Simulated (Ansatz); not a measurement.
Job for Ansatz (a first-principles code): R-wB97M-V/def2-TZVPPD on AsH5S (a complex). Files ending in .json are basis or fitting sets from the Basis Set Exchange.

Ansatz 0.2 input:
```yaml
crystal:
  periodic: [false, false, false]
  atoms:
    - {symbol: S, position_ang: [-0.28019333, 0.37876062, 0.35636734]}
    - {symbol: H, position_ang: [-0.42542070, -0.95568377, 0.34686382]}
    - {symbol: H, position_ang: [1.00566485, 0.29105727, 0.73162682]}
    - {symbol: As, position_ang: [-0.03965920, -0.63653520, 3.97773864]}
    - {symbol: H, position_ang: [-1.50907004, -0.87840107, 3.65932360]}
    - {symbol: H, position_ang: [-0.24686617, 0.86812482, 4.08297267]}
    - {symbol: H, position_ang: [-0.26637516, -0.83720666, 5.47526886]}
basis:
  gaussian:
    orbitals: def2-TZVPPD.json
hamiltonian:
  xc: {name: wB97M-V}
scf: {lower_state_search: off}
```

It printed:

```
WARN ansatz: RAYON_NUM_THREADS=1 ignored (pool sized by the plan → 1); use --threads N
Functional definition: wB97M-V
these checks for a lower state are left out or cut short: stability, starts, cluster_reference, orbital_swaps, neighbouring_geometries, increment
integrals: 0.14 GiB planned
1031 factors; their error is unknown
integrals: 0.17 GiB planned
262 factors; integrals over basis functions are off by at most 3.9e-5 eV
mean field: 1.12 GiB planned
mean field evaluation 1: about -71752.9984 eV, gradient 1.4e1 eV
mean field evaluation 2: about -71753.4019 eV, gradient 8.8e0 eV
mean field evaluation 4: about -71753.5118 eV, gradient 6.4e-1 eV
mean field evaluation 8: about -71753.6708 eV, gradient 3.1e-1 eV
mean field evaluation 16: about -71753.6709 eV, gradient 2.6e-5 eV
mean field -71753.67090441 eV, -2636.8987693521 hartree, gradient 5.1e-6 eV, S^2 0.000000; 0 other end points of the search recorded, 0 dependent functions left out
reference -71753.67097840 eV, -2636.8987720712 hartree; 27, 27 occupied and 163, 163 virtual orbitals, 1031 factors
Total energy: -71753.67097840 eV, -2636.8987720712 hartree
Checks for a lower state left out: stability, starts, cluster_reference, orbital_swaps, neighbouring_geometries, increment
```

The run converged.

Cost: about 7 core-seconds (a rough figure).
